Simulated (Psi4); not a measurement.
# C2H6Sn (SMILES [CH3][Sn][CH3]): methods side by side

C2H6Sn: 9 atoms, total charge 0, spin state singlet. As SMILES, `[CH3][Sn][CH3]`. Geometry: optimised at PBE0/def2-TZVP.

Each level gives the HOMO–LUMO gap (eV). The values are calculated.

```csv
level,kind,program,value (eV),CPU time
"PBE-D4/def2-TZVPP (density fitting, core potential)",GGA,Psi4,1.93,95 s
"r2SCAN-D4/def2-TZVPP (density fitting, core potential)",meta-GGA,Psi4,2.27,4 min
"B3LYP-D4/def2-TZVPP (density fitting, core potential)",global hybrid,Psi4,3.21,91 s
"PBE0-D4/def2-TZVPP (density fitting, core potential)",global hybrid,Psi4,3.62,83 s
"wB97M-V/def2-TZVPP (density fitting, core potential)",range-separated hybrid,Psi4,7.42,4.4 min
```

The values span 1.93 to 7.42 eV. Orbital gaps aren't excitation energies; they tend to grow with the share of exact exchange. CPU times are rough (shared hosts, several kinds of processor): they show what a rung costs within a factor of a few.
